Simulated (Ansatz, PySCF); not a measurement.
C2H6OTe, SMILES CC[Te]O. Atoms are numbered in the order given.

```xyz
10

Te    -0.1507    -0.0794     0.6511
C      1.3418    -0.6685    -0.8241
C      1.1198     0.0077    -2.1634
H      1.2909    -1.7648    -0.9018
H      2.3097    -0.4032    -0.3657
H      1.2512     1.0991    -2.0962
H      0.1010    -0.1952    -2.5292
H      1.8283    -0.3786    -2.9161
O     -1.7143    -0.4274    -0.5813
H     -1.9145     0.4309    -0.9843
```

The structure is a stationary point at r2SCAN-D4/def2-SVP. The def2 effective core potentials stand for the cores of Te; spin–orbit coupling is left out. Other conformers were not sampled.

Two levels are set side by side: PBE-D3(BJ)/def2-SVP (Ansatz, a program for electronic structure) and r2SCAN-D4/def2-SVP (Ansatz). Each level has its own optimised geometry; the coordinates shown are those of the second. Frequencies come from the Hessian of PySCF at each geometry. Differences are taken from unrounded values.

```
quantity                            r2SCAN-D4
----------------------------------  ---------
mean bond length (Å)                    1.355
bond Te1–C2 (Å)                         2.180
bond Te1–O9 (Å)                         2.021
bond C2–C3 (Å)                          1.517
bond C2–H4 (Å)                          1.100
bond C2–H5 (Å)                          1.103
bond C3–H6 (Å)                          1.101
bond C3–H7 (Å)                          1.101
bond C3–H8 (Å)                          1.104
bond O9–H10 (Å)                         0.969
highest harmonic wavenumber (cm⁻¹)       3806
mean harmonic wavenumber (cm⁻¹)          1433
zero-point energy (kcal/mol)            49.17
```

Task: What does PBE-D3(BJ) give, and how far is it from r2SCAN-D4? (An estimate is asked for; the answer gives what the named calculation found.)

Result: 
```tsv
quantity	PBE-D3(BJ)	PBE-D3(BJ) minus r2SCAN-D4
mean bond length (Å)	1.364	0.009
bond Te1–C2 (Å)	2.195	0.015
bond Te1–O9 (Å)	2.040	0.019
bond C2–C3 (Å)	1.521	0.004
bond C2–H4 (Å)	1.107	0.007
bond C2–H5 (Å)	1.110	0.007
bond C3–H6 (Å)	1.109	0.008
bond C3–H7 (Å)	1.109	0.008
bond C3–H8 (Å)	1.111	0.007
bond O9–H10 (Å)	0.978	0.009
highest harmonic wavenumber (cm⁻¹)	3686	-120
mean harmonic wavenumber (cm⁻¹)	1396	-37
zero-point energy (kcal/mol)	47.88	-1.29
```
